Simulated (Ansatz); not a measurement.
The same path of BrGeH5OSi (9 atoms, charge 0, multiplicity 1) was run 3 times with different band settings. Lost on the way: Ge2–H6. Made: O1–H6.

These are results of Ansatz 0.2.0, RKS PBE0/def2-SVP, not measurements.

Relaxed end points:

```xyz
9
Properties=species:S:1:pos:R:3
O 0.309 0.973 -1.750
Ge -0.483 0.681 -0.187
Si 0.755 -1.041 0.892
Br -2.636 -0.129 -0.571
H -0.150 1.623 -2.295
H -0.694 2.017 0.555
H 2.151 -0.578 1.150
H 0.758 -2.238 0.005
H 0.079 -1.354 2.185
```

```xyz
9
Properties=species:S:1:pos:R:3
O 0.132 1.451 -1.131
Ge -0.743 0.998 0.869
Si 0.695 -1.013 0.918
Br -2.471 -0.194 -0.367
H -0.316 0.782 -1.679
H -0.207 2.302 -1.443
H 2.065 -0.720 1.457
H 0.861 -1.608 -0.449
H 0.071 -2.044 1.808
```

Common settings: climbing image yes; spring 5.0 eV/Å²; optimiser quadratic models (default); force threshold 0.03 eV/Å; end points relaxed.

| run | movable images | start path | iteration limit |
| --- | --- | --- | --- |
| 1 | 7 | through a guess of the saddle point | 51 |
| 2 | 7 | straight line | 55 |
| 3 | 3 | through a guess of the saddle point | 60 |

**Question.** What does each run give, and how far can it be trusted?

**Answer.** Run 1: converged after 13 iterations, highest image 2.383 eV above the first end. A vibrational analysis at the climbing image gives one clearly imaginary mode, 1401i cm⁻¹: a first-order saddle point.
Run 2: converged after 11 iterations, highest image 2.383 eV above the first end. Neighbouring images differ by up to 1.2 eV, so the band resolves the path poorly. Another band between the same ends (7 images) ends at a top of the same energy, where a vibrational analysis finds 1 clearly imaginary mode.
Run 3: converged after 17 iterations, highest image 2.383 eV above the first end. Neighbouring images differ by up to 2.0 eV, so the band resolves the path poorly. Another band between the same ends (7 images) ends at a top of the same energy, where a vibrational analysis finds 1 clearly imaginary mode. So few images can step over the top or miss a turn of the path.
The orbitals stay closed-shell, which can raise the energy where a bond breaks towards radicals; this wasn't checked here.
